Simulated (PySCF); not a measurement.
**Telling isomers of C7H9F3O apart by NMR**

[PySCF 2.14: GIAO PBE0/pcSseg-1 shieldings; geometry from GFN2-xTB; relativity neglected; one computed conformer; isolated molecule; rapidly exchanging positions averaged]

Shifts are taken against calculated references (same method and geometry level): 1H (σref 31.72), 13C (σref 186.93) vs TMS. Splittings of carbon signals by F and P are missing where no couplings were computed. Where no couplings were computed, multiplicities follow the n + 1 count of equivalent neighbours, and m marks all less simple cases (inequivalent or close neighbours, rings, F or P nearby). Shifts are as computed. Against solution values, carbons near 30 ppm lie about +3 ppm off and those near 130 ppm about +5 ppm. Of 1211 compounds with measured shifts, 218 miss one by over three times the rms of a fit or turn the order of signals round; such compounds aren't used in these exercises.

(1) Tabulate the signals of `FC(F)[C@@H]1[C@H]2O[C@H]2CC[C@H]1F`, `C=CC(=C)[C@H](OC)C(F)(F)F` and their relative energies.

(2) What is the quickest way to tell FC(F)[C@@H]1[C@H]2O[C@H]2CC[C@H]1F from C=CC(=C)[C@H](OC)C(F)(F)F?

Results:

(1) 
```json
{"SMILES": "FC(F)[C@@H]1[C@H]2O[C@H]2CC[C@H]1F", "carbon types": "5×CH 2×CH2", "δC": "121.5, 92.2, 51.7, 49.8, 47.3, 27.4, 27.2", "δH": "6.57 (m, 1H), 4.51 (m, 1H), 3.12 (m, 1H), 2.81 (m, 1H), 2.41 (m, 1H), 2.27 (m, 1H), 1.89 (m, 1H), 1.76 (m, 1H), 1.70 (m, 1H)", "E rel. (kcal/mol)": "0.0"}
{"SMILES": "C=CC(=C)[C@H](OC)C(F)(F)F", "carbon types": "2×C 2×CH 2×CH2 1×CH3", "δC": "148.6, 145.5, 134.3, 131.3, 120.1, 80.5, 61.5", "δH": "6.75 (m, 1H), 6.14 (br s, 1H), 5.80 (br s, 1H), 5.54 (m, 1H), 5.41 (m, 1H), 4.35 (m, 1H), 3.83 (s, 3H)", "E rel. (kcal/mol)": "19.8"}
```

Energies are electronic energies at PBE0/pcSseg-1 on these geometries, without zero-point or thermal terms, each for the one conformer computed, which needn't be the lowest.

(2) Both give the same number of carbon signals, but DEPT or the intensities differ. The first has an sp3 CH2 in a ring at 27.4 ppm, the second a fully substituted alkene carbon (C) at 148.6 ppm. Their most deshielded carbons lie at 121.5 and 148.6 ppm.
